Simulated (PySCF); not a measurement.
**`InChI=1S/C5H11FOSi/c6-2-1-5-4(7)3-8-5/h4-5,7H,1-3,8H2/t4-,5-/m0/s1`**

Geometry:
```json
{"atom": "O1", "x (Å)": "-1.433", "y (Å)": "-0.950", "z (Å)": "1.456"}
{"atom": "C2", "x (Å)": "-1.281", "y (Å)": "-0.889", "z (Å)": "0.058"}
{"atom": "C3", "x (Å)": "-2.237", "y (Å)": "0.194", "z (Å)": "-0.476"}
{"atom": "Si4", "x (Å)": "-0.790", "y (Å)": "1.418", "z (Å)": "-0.699"}
{"atom": "C5", "x (Å)": "0.072", "y (Å)": "-0.270", "z (Å)": "-0.393"}
{"atom": "C6", "x (Å)": "1.217", "y (Å)": "-0.386", "z (Å)": "0.604"}
{"atom": "C7", "x (Å)": "2.457", "y (Å)": "0.343", "z (Å)": "0.113"}
{"atom": "F8", "x (Å)": "2.949", "y (Å)": "-0.254", "z (Å)": "-1.025"}
{"atom": "H9", "x (Å)": "-0.824", "y (Å)": "-1.606", "z (Å)": "1.810"}
{"atom": "H10", "x (Å)": "-1.459", "y (Å)": "-1.885", "z (Å)": "-0.377"}
{"atom": "H11", "x (Å)": "-3.005", "y (Å)": "0.432", "z (Å)": "0.256"}
{"atom": "H12", "x (Å)": "-2.728", "y (Å)": "-0.115", "z (Å)": "-1.395"}
{"atom": "H13", "x (Å)": "-0.623", "y (Å)": "2.390", "z (Å)": "0.381"}
{"atom": "H14", "x (Å)": "-0.602", "y (Å)": "2.023", "z (Å)": "-2.016"}
{"atom": "H15", "x (Å)": "0.382", "y (Å)": "-0.741", "z (Å)": "-1.328"}
{"atom": "H16", "x (Å)": "1.477", "y (Å)": "-1.438", "z (Å)": "0.766"}
{"atom": "H17", "x (Å)": "0.926", "y (Å)": "0.052", "z (Å)": "1.561"}
{"atom": "H18", "x (Å)": "3.266", "y (Å)": "0.310", "z (Å)": "0.851"}
{"atom": "H19", "x (Å)": "2.228", "y (Å)": "1.380", "z (Å)": "-0.154"}
```

The calculation used PySCF, TDDFT CAM-B3LYP/def2-SVPD circular dichroism and optical rotation, one conformer, gas phase. Geometry: GFN2-xTB.

The molecule is flexible and this is one conformer; a measurement averages over conformers.

(1) What are the CIP labels of the stereocentres?

(2) List the lowest 8 singlet excitations with oscillator and rotatory strengths.

Answers

(1) C2 S, C5 S.

(2) Rotatory strengths R in 10⁻⁴⁰ esu² cm², velocity form and length form (origin at the centre of mass); f in length form.
| state | E (eV) | λ (nm) | f | R (velocity) | R (length) | main |
| --- | --- | --- | --- | --- | --- | --- |
| 1 | 6.74 | 184 | 0.0004 | -4.7 | -5.4 | HOMO→LUMO 0.65, HOMO→LUMO+1 0.16 |
| 2 | 6.86 | 181 | 0.026 | -31.4 | -29.5 | HOMO→LUMO+1 0.69, HOMO→LUMO 0.18 |
| 3 | 7.30 | 170 | 0.052 | +8.0 | +7.5 | HOMO−1→LUMO 0.59, HOMO−1→LUMO+1 0.28 |
| 4 | 7.41 | 167 | 0.029 | +7.3 | +7.1 | HOMO−1→LUMO+1 0.51, HOMO−1→LUMO 0.15 |
| 5 | 7.64 | 162 | 0.005 | -11.5 | -11.2 | HOMO→LUMO+3 0.64 |
| 6 | 7.88 | 157 | 0.029 | -32.9 | -32.3 | HOMO→LUMO+2 0.70, HOMO→LUMO+4 0.10 |
| 7 | 7.94 | 156 | 0.058 | +29.7 | +29.1 | HOMO−1→LUMO+3 0.39, HOMO−2→LUMO 0.11 |
| 8 | 8.11 | 153 | 0.025 | +12.7 | +13.4 | HOMO→LUMO+4 0.39, HOMO−1→LUMO+2 0.34 |

Among the states computed, the strongest CD band (largest |R|) is state 6. The largest dissymmetry factor in size, g = 4R/(D+G), with D and G the electric and magnetic dipole strengths, is -0.14 for state 1 (velocity form, f = 0.0003), among bands with |R| over 0.5. The mirror image has the same energies and oscillator strengths and all R with the opposite sign.
